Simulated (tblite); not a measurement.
C4H8AlAs.
SMILES with atom numbers: `[CH:1]#[C:2][CH2:3][Al:4]([CH3:5])[AsH2:6]` (hydrogens: H7 on C1; H8, H9 on C3; H10, H11, H12 on C5; H13, H14 on As6)

Computed with GFN2-xTB (tblite), gas phase: L-BFGS steps from a force-field or distance-geometry start until the largest atomic force falls under 0.01 eV/Å.

Geometry at step 19:
```
atom  x, y, z in Å
C1      2.0223   -1.3119    1.8982
C2      1.7243   -1.0564    0.7637
C3      1.3225   -0.7157   -0.5816
Al4    -0.4670    0.1540   -0.2220
C5     -0.7275    2.0544   -0.8156
As6    -2.2165   -1.0084    0.9978
H7      2.3592   -1.5525    2.8598
H8      1.3719   -1.6187   -1.2028
H9      2.0429    0.0025   -0.9934
H10    -0.4224    2.7057    0.0156
H11    -0.1370    2.3913   -1.6748
H12    -1.7709    2.3166   -1.0387
H13    -2.0179   -2.1027   -0.0361
H14    -3.0844   -0.2586    0.0078
```

Q: Give the atomic forces at this geometry.

A: 
```tsv
atom	Fx (eV/Å)	Fy (eV/Å)	Fz (eV/Å)
C1	-0.003	-0.006	0.008
C2	0.032	-0.010	-0.010
C3	-0.035	0.063	-0.077
Al4	-0.161	0.081	-0.037
C5	0.046	-0.013	0.023
As6	0.160	0.020	0.022
H7	-0.014	-0.028	0.096
H8	-0.044	-0.013	-0.013
H9	0.043	0.020	-0.014
H10	-0.041	0.040	0.007
H11	0.035	-0.103	-0.013
H12	0.030	-0.071	0.065
H13	-0.004	0.051	-0.011
H14	-0.043	-0.031	-0.046
```

The largest, 0.18 eV/Å, acts on Al4; the rms over all components is 0.054 eV/Å. The forces sum to zero within rounding, as they must for an isolated molecule in no field.

Q: Give the force on Al4 in Eh/bohr and in nN.

A: 0.184 eV/Å ÷ 51.422 = 0.00358 Eh/bohr, and 0.184 eV/Å × 1.602 = 0.29 nN.

Q: How far is this geometry from the end of the optimisation?

A: 0.094 eV above it, and 0.844 Å rms away after alignment. The bonds farthest from their final lengths, with half the difference of the two atoms' forces along the bond (positive lengthens):

| bond | now (Å) | final (Å) | force along bond (eV/Å) |
| --- | --- | --- | --- |
| Al4–As6 | 2.429 | 2.414 | -0.09 |
| C3–Al4 | 2.022 | 2.035 | +0.06 |
| Al4–C5 | 2.008 | 1.995 | -0.07 |
| C2–C3 | 1.445 | 1.440 | +0.05 |
| As6–H13 | 1.519 | 1.514 | -0.01 |
| As6–H14 | 1.515 | 1.519 | +0.07 |

The angle farthest from its final value is C5–Al4–As6, 120.5° against 127.8°.

Of the 3 listed bonds off by 0.010 Å or more, this force points towards the final length in 3.

What follows is the cost of the whole relaxation. Hardware: an Arm Neoverse N1 with one thread, shared host with 64 logical CPUs at a one-minute load of 60. Cost: 1.8 s wall.
